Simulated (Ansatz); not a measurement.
Molecule: C$_{3}$H$_{9}$BrGeO$_{3}$, net charge 0, singlet state. 
Coordinates optimised at B3LYP-D3(BJ)/def2-TZVP (Ansatz, an electronic-structure program):
```xyz
17

C      0.5738    -2.5795     0.7073
O      0.3892    -1.2787     1.2606
Ge     0.2780     0.1417     0.2151
Br    -1.3101    -0.2022    -1.4219
O     -0.1081     1.4966     1.2637
C     -1.2552     1.4465     2.1123
O      1.7868     0.4912    -0.6179
C      2.9296     0.8671     0.1567
H      1.4990    -2.6420     0.1278
H     -0.2650    -2.8631     0.0663
H      0.6321    -3.2778     1.5420
H     -2.1775     1.3853     1.5279
H     -1.2073     0.5969     2.7973
H     -1.2656     2.3710     2.6889
H      3.7585     0.9858    -0.5405
H      2.7614     1.8121     0.6778
H      3.1902     0.0973     0.8885
```
Charge 0, spin multiplicity 1.

Basis-set convergence of Hartree-Fock and CCSD correlation energies (hartree) with Ansatz. Cores are frozen in the correlated levels unless marked. Spin-orbit coupling is left out. The frozen core is the preceding noble-gas configuration, with the filled d and f shells of earlier blocks. Non-relativistic.

```json
[
 {"basis": "aug-cc-pVDZ", "functions": "291", "E(HF)": "-4991.29138", "E(corr, CCSD)": "-1.32930"},
 {"basis": "aug-cc-pVTZ", "functions": "601", "E(HF)": "?", "E(corr, CCSD)": "?"}
]
```

Q: Fill in the missing entries.

A: 
- aug-cc-pVTZ, E(HF): -4991.53683
- aug-cc-pVTZ, E(corr, CCSD): -1.59279
